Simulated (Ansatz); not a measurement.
Cl2Sn, charge +1, doublet, geometry from GFN2-xTB (such geometries of metal compounds can be far from the true shape) (a state made from the parent by changing its charge; the spin is typed, not shown lowest) (all electrons, no relativity); Ansatz (a first-principles code) with SVWN5/3-21G.

Ansatz was given this input:
Ansatz 0.2 input:
```yaml
crystal:
  periodic: [false, false, false]
  atoms:
    - {symbol: Sn, position_ang: [0.00755256, -0.00709993, 0.44602132]}
    - {symbol: Cl, position_ang: [1.31419946, 1.64977004, -0.65225992]}
    - {symbol: Cl, position_ang: [-1.33641287, -1.62888789, -0.65956749]}
basis:
  gaussian:
    orbitals: 3-21G.json
    final_grid: {core_spheres: 14, valence_spheres: 28, degree: 59}
hamiltonian:
  xc: {name: SVWN5}
total_charge: 1
magnetization: {spin_polarized: true, initial_magnetization: 1}
```
The basis file holds 3-21G in the JSON format of the Basis Set Exchange.

Question: Write the output that Ansatz gives for this input, abridged.

Answer: 
```
Functional definition: SVWN5
683 factors; integrals over basis functions are off by at most 2.4e-4 eV
mean field evaluation 1: about -187929.9499 eV, gradient 3.2e1 eV
mean field evaluation 2: about -187872.3186 eV, gradient 8.6e1 eV
mean field evaluation 4: about -187937.2208 eV, gradient 4.1e0 eV
mean field evaluation 8: about -187937.3806 eV, gradient 8.3e-2 eV
mean field evaluation 16: about -187935.4998 eV, gradient 6.4e0 eV
mean field evaluation 32: about -187936.0964 eV, gradient 1.1e0 eV
mean field -187937.38069131 eV, -6906.5713518736 hartree, gradient 5.6e-5 eV, S^2 0.750985; 6 other end points of the search recorded, 0 dependent functions left out
reference -187937.38071744 eV, -6906.5713528339 hartree; 42, 41 occupied and 17, 18 virtual orbitals, 683 factors
Total energy: -187937.38071744 eV, -6906.5713528339 hartree
```
